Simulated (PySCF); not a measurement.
Species: C₆H₅N₃.
Structure used (PBE0-D3(BJ)/def2-SVP), in Å, numbered top down from 1:
```
atom  x, y, z in Å
N1     3.3233   -1.8495   -0.2539
C2     2.3840   -1.1812   -0.1362
C3     1.2246   -0.3493    0.0106
C4     1.3669    1.0317    0.2214
C5     0.1969    1.7702    0.3556
N6    -1.0247    1.2536    0.2987
C7    -1.1604   -0.0605    0.0929
N8    -2.4312   -0.5360    0.0066
C9    -0.0458   -0.9134   -0.0582
H10    2.3496    1.4983    0.2790
H11    0.2537    2.8516    0.5237
H12   -2.6126   -1.5262    0.0583
H13   -3.1730    0.1013    0.2606
H14   -0.1707   -1.9834   -0.2291
```

Method: TDDFT PBE0/def2-SVPD, vertical, gas phase, core orbitals frozen in the response in PySCF 2.14.0, density-fitted response routines.

Ground-to-excited transition dipoles (e·a0, same axes as the geometry; the sign carries no meaning), for the states with f of 0.002 or more among the lowest 8:

| state | E (eV) | μx | μy | μz |
| --- | --- | --- | --- | --- |
| S1 | 4.155 | 0.225 | 0.763 | 0.121 |
| S2 | 4.648 | 0.001 | -0.048 | 0.126 |
| S3 | 5.583 | 0.665 | 0.264 | 0.041 |
| S5 | 6.117 | 1.000 | -0.219 | -0.180 |
| S6 | 6.175 | -1.766 | 0.392 | -0.001 |
| S8 | 6.565 | 0.124 | 0.066 | 0.010 |

Q: What oscillator strength does each state have?

A: f = (2/3) ΔE |μ|² with ΔE in hartree (27.2114 eV).

| state | \|μ\|² (au) | \|μ\| (D) | f |
| --- | --- | --- | --- |
| S1 | 0.647 | 2.04 | 0.066 |
| S2 | 0.018 | 0.34 | 0.002 |
| S3 | 0.514 | 1.82 | 0.070 |
| S5 | 1.080 | 2.64 | 0.162 |
| S6 | 3.272 | 4.60 | 0.495 |
| S8 | 0.020 | 0.36 | 0.003 |

Q: What angle do the transition dipoles of S1 and S3 make?

A: |cos θ| = |μa·μb| / (|μa| |μb|) = 0.62, so θ ≈ 52° (taken between 0 and 90°, since the signs are arbitrary).

Q: What peak molar absorption coefficient would the strongest computed level give as a lone Gaussian band 0.5 eV wide at half height?

A: ε(max) = 2.175×10⁸ f / FWHM, with the width in cm⁻¹. S6: 2.175×10⁸ × 0.4949 / 4033 ≈ 27000 L mol⁻¹ cm⁻¹.

The vertical ionisation energy (ΔSCF) is 8.68 eV, 2.11 eV above S8.

The run took 3.1 min wall on an Arm Neoverse V1 with one thread, no GPU, shared host.
